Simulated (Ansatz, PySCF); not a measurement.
The pair A = CH3Cl (SMILES CCl) (first 5 atoms), B = CH2O (SMILES C=O); geometry from B3LYP-D3(BJ)/def2-TZVP.
(charge 0, multiplicity 1):
| atom | x (Å) | y (Å) | z (Å) |
|---|---|---|---|
| C | -0.6485 | -0.9359 | -0.1772 |
| Cl | 0.2849 | 0.6019 | -0.1570 |
| H | -1.6108 | -0.7362 | -0.6379 |
| H | -0.0857 | -1.6604 | -0.7573 |
| H | -0.7688 | -1.2674 | 0.8498 |
| C | 0.3792 | 0.3195 | 2.9999 |
| O | -0.2330 | -0.7086 | 3.1147 |
| H | -0.1213 | 1.3048 | 3.0143 |
| H | 1.4779 | 0.3375 | 2.8811 |

Frozen-core correlation. Rows in 6-31G* carry no dispersion term and start afresh at each structure (6-31G* with six Cartesian d functions). MP2/6-31G* freezes PySCF's default core.

Run with Ansatz (Gaussian orbitals); PySCF for 6-31G* rows. 

Total energies (hartree), monomers frozen at their geometry in the pair:

```tsv
structure	HF/6-31G*	MP2/6-31G*	MP2/aug-cc-pV(D+d)Z
AB	-612.9609300	-613.5263086	-613.6549014
A in the pair's basis	-499.0931399	-499.3552786	-499.4313405
B in the pair's basis	-113.8663260	-114.1686391	-114.2189772
A	-499.0929204	-499.3543384	-499.4303373
B	-113.8654411	-114.1671743	-114.2181128
```

### Question
Work out the interaction energy without and with the counterpoise correction, and the superposition error, for each level.

### Answer

E(AB) − E(A) − E(B), times 627.509 kcal/mol, with the monomers in their own basis and then in the pair's basis:
- HF/6-31G*: -1.61 uncorrected, -0.92 corrected; the monomers gain 0.69 kcal/mol from borrowed functions
- MP2/6-31G*: -3.01 uncorrected, -1.50 corrected; the monomers gain 1.51 kcal/mol from borrowed functions
- MP2/aug-cc-pV(D+d)Z: -4.05 uncorrected, -2.88 corrected; the monomers gain 1.17 kcal/mol from borrowed functions

Ansatz is an electronic-structure program.
